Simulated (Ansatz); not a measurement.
Reaction (cleavage of the Si–Si bond): `O[SiH]([SiH3])N[SiH3]` + `[OH][GaH][Br]` → `[SiH3][O][GaH][Br]` + `O[SiH2]N[SiH3]`

Calculated with Ansatz (gas phase, PBE0-D4/def2-TZVP geometries, no zero-point term in ΔE). CCSD(T)/CBS is the MP2 limit (def2-TZVPP, def2-QZVPP) plus CCSD(T) − MP2 in def2-TZVPP, frozen cores. Functionals use def2-TZVPP. For Br, Ga outer-core shells are correlated without core-valence functions, which leaves a few kJ/mol of doubt a bond. Scalar relativity is left out up to krypton. One conformer a species, not always the lowest.

`O[SiH]([SiH3])N[SiH3]`:

Cartesian coordinates in Å:
```
O 0.869 2.280 -0.537
Si 0.440 1.072 0.505
Si -1.870 0.661 0.358
N 1.307 -0.399 0.268
Si 0.791 -1.877 -0.458
H 0.677 2.150 -1.467
H 0.818 1.636 1.825
H -2.274 -0.568 1.094
H -2.303 0.527 -1.061
H -2.591 1.823 0.947
H 2.270 -0.378 0.582
H 1.702 -2.286 -1.562
H -0.568 -1.640 -1.009
H 0.732 -3.001 0.514
```

`[OH][GaH][Br]`:

Cartesian coordinates in Å:
```
O 0.360 -0.848 1.035
Ga -0.460 0.271 -0.069
Br 0.743 0.881 -1.921
H 1.243 -1.094 0.747
H -1.886 0.790 0.208
```

`[SiH3][O][GaH][Br]`:

Z-matrix (Å, degrees):
```
Si
O 1 1.640
H 1 1.488 2 111.0
H 1 1.488 2 111.0 3 120.8
H 1 1.485 2 108.0 3 -119.6
Ga 2 1.768 1 137.3 3 -59.5
Br 6 2.282 2 114.8 1 0.0
H 6 1.543 2 121.4 1 180.0
```

`O[SiH2]N[SiH3]`:

Cartesian coordinates in Å:
```
O 1.609 -0.510 -1.521
Si -0.017 -0.549 -1.268
N -0.564 0.485 -0.007
Si -0.296 0.307 1.692
H 2.005 0.331 -1.756
H -0.270 -1.965 -0.927
H -0.756 -0.119 -2.486
H -1.072 1.305 -0.304
H 0.627 1.341 2.235
H 0.307 -1.035 1.892
H -1.572 0.408 2.449
```

CCSD(T)/CBS gives -106.7 kJ/mol.

Another level gave -102.7 kJ/mol. Which?
A. ωB97M-V/def2-TZVPP
B. ωB97X-V/def2-TZVPP
C. B2PLYP/def2-TZVPP
D. HF/def2-TZVPP

B. ωB97X-V -102.7, ωB97M-V -106.9, HF/def2-TZVPP -141.8, B2PLYP -112.7 kJ/mol.

Largest T1 diagnostic among the species: 0.012.

The D4 term adds +4.2 kJ/mol with B3LYP and +2.5 kJ/mol with PBE0; it sums over pairs of atoms, weighted by their polarisabilities, and B3LYP, whose exchange is more repulsive, gets the larger term. From PBE to PBE0 (25 % exact exchange), in def2-TZVPP and without D4, ΔE moves by −11.0 kJ/mol. In def2-TZVPP, CCSD(T) changes the Hartree–Fock value by +33.6 kJ/mol (the triples alone add +4.8 kJ/mol) and MP2 by +25.8 kJ/mol.

B3LYP here is the variant with VWN-RPA as its local correlation; programs differ in this.
